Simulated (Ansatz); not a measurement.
Computed with Ansatz on PBE0-D4/def2-TZVP structures; ΔE is electronic, products minus reactants. CCSD(T)/CBS is the MP2 limit (def2-TZVPP, def2-QZVPP) plus CCSD(T) − MP2 in def2-TZVPP, frozen cores. This one scheme is used for every species. DFT in def2-TZVPP. B3LYP here is the variant with VWN-RPA as its local correlation; programs differ in this. Elements past krypton have def2 core potentials. For Sn outer-core shells are correlated without core-valence functions, which leaves a few kJ/mol of doubt a bond. Each species was taken in one conformer, which may not be the lowest.

Reaction (ligand exchange at the Si–N bond): `C=N[SiH2]N` + `[OH][SnH3]` → `N[SiH2][O][SnH3]` + `C=N`

```csv
level,ΔE (kcal/mol),difference from CCSD(T)/CBS
r2SCAN-D4,-19.3,1.1
PBE0-D4,-18.6,1.8
B3LYP-D4,-19.4,1.0
ωB97M-V,-19.7,0.7
PBE0,-17.9,2.5
MP2/def2-TZVPP,-19.9,0.5
CCSD(T)/def2-TZVPP,-20.5,-0.1
HF/def2-QZVPP,-21.0,-0.6
MP2/CBS(def2),-19.8,0.6
CCSD/CBS(def2),-20.6,-0.2
CCSD(T)/CBS,-20.4,0
```

Largest T1 diagnostic among the species: 0.014.

From PBE to PBE0 (25 % exact exchange), in def2-TZVPP and without D4, ΔE moves by −1.1 kcal/mol. The D4 term adds −1.1 kcal/mol with B3LYP and −0.6 kcal/mol with PBE0; it sums over pairs of atoms, weighted by their polarisabilities, and B3LYP, whose exchange is more repulsive, gets the larger term.
